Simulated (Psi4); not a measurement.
A dimer, CH4O ··· C2H6O (SMILES CO and COC); the first 6 atoms form monomer A.

```
15

C     -0.3581     0.0509     0.0277
O      0.9787    -0.1299     0.4736
H     -0.7218    -0.8075    -0.5480
H     -0.4733     0.9571    -0.5773
H     -0.9759     0.1527     0.9187
H      1.5503    -0.2233    -0.2946
C      7.4564    -0.1601    -4.2575
O      6.3932    -1.0742    -4.3980
C      6.8377    -2.4082    -4.4923
H      8.0395    -0.3588    -3.3482
H      7.0236     0.8369    -4.1909
H      8.1360    -0.1988    -5.1194
H      5.9568    -3.0397    -4.5975
H      7.3907    -2.7119    -3.5933
H      7.4890    -2.5539    -5.3646
```

**Question.** What interaction energy does SAPT0/jun-cc-pVDZ, frozen core (Psi4) give, and which attractive term is the largest?

**Answer.** Total -0.90 kJ/mol: electrostatics -0.85, exchange 0.00, induction -0.01, dispersion -0.05. The most attractive term is electrostatics.
